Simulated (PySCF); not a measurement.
C4H7NSi, SMILES CC1=CN=C[SiH2]1.

The structure is a stationary point at B3LYP-D3(BJ)/def2-SVP. This is a generated structure with no PubChem entry under its InChIKey; it may be hypothetical.

Two levels are set side by side: PBE/def2-TZVP (PySCF) and PBE0/def2-TZVP (PySCF). Same geometry, gas phase. Differences are taken from unrounded values.

| quantity | PBE |
|---|---|
| orbital gap (eV) | 2.87 |
| highest occupied level (eV) | -5.70 |
| lowest empty level (eV) | -2.83 |
| dipole moment (D) | 1.84 |
| mean polarisability (bohr³) | 81.1 |

**Question.** These are the PBE values. What does PBE0 give? (An estimate is asked for; the answer gives what the named calculation found.)

**Answer.** 
| quantity | PBE0 | PBE minus PBE0 |
|---|---|---|
| orbital gap (eV) | 5.12 | -2.25 |
| highest occupied level (eV) | -7.01 | 1.30 |
| lowest empty level (eV) | -1.88 | -0.95 |
| dipole moment (D) | 1.89 | -0.05 |
| mean polarisability (bohr³) | 78.0 | 3.0 |

Without exact exchange PBE keeps part of each electron's self-repulsion, which lifts occupied levels and narrows the gap. Loosely held outer electrons make PBE densities more polarisable. Differences between two approximate levels are no errors against the true value.

Rough cost on one machine, each run with all the roots and properties that it gave: PBE0 against PBE within a factor of 2.
